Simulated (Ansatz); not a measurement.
Geometry optimisation, Ansatz 0.2.0, RKS r2SCANh-D4/def2-SVP.

Input file:

```yaml
crystal:
  periodic: [false, false, false]
  atoms:
    - { symbol: B, position_ang: [0.88112, 0.90046, -2.15527] }
    - { symbol: "N", position_ang: [0.69169, 0.75914, -0.92118] }
    - { symbol: B, position_ang: [0.4679, 0.58663, 0.43361] }
    - { symbol: Si, position_ang: [-0.75673, -0.82606, 1.05388] }
    - { symbol: H, position_ang: [1.0544, 1.03082, -3.27547] }
    - { symbol: H, position_ang: [1.04214, 1.31626, 1.16077] }
    - { symbol: H, position_ang: [-2.11404, -0.71969, 0.48942] }
    - { symbol: H, position_ang: [-0.3089, -2.18535, 0.70225] }
    - { symbol: H, position_ang: [-0.95757, -0.8622, 2.51198] }
basis:
  gaussian: { orbitals: def2-SVP }
hamiltonian:
  xc: r2scanh
  dispersion: d4
relax:
  f_tol: 0.02
  max_steps: 50
output:
  orbitals: {}
```

Command:

```bash
$ ansatz run input.yaml --threads 2 --pin off --max-ram 3072MiB --backend cpu --events-out ev --progress --plain --runs-dir out
```

Q: Where does it end, and by what steps?

A: The run converged. After 3 steps the energy has fallen by 0.108 eV; H6 moved furthest, 0.06 Å.

```csv
step,energy less start (eV),largest force component (eV/Å),accepted
0,0.0000,1.087,yes
1,-0.0997,0.269,yes
2,-0.1078,0.027,yes
3,-0.1080,0.012,yes
```

```xyz
9
Properties=species:S:1:pos:R:3
B 0.875 0.893 -2.169
N 0.696 0.764 -0.930
B 0.482 0.602 0.443
Si -0.787 -0.854 1.085
H 1.046 1.019 -3.329
H 1.062 1.335 1.216
H -2.132 -0.690 0.448
H -0.266 -2.196 0.670
H -0.976 -0.873 2.566
```

Run time: 22 s on 2 threads of Arm Neoverse N1 (shared host), peak memory 0.17 GiB.
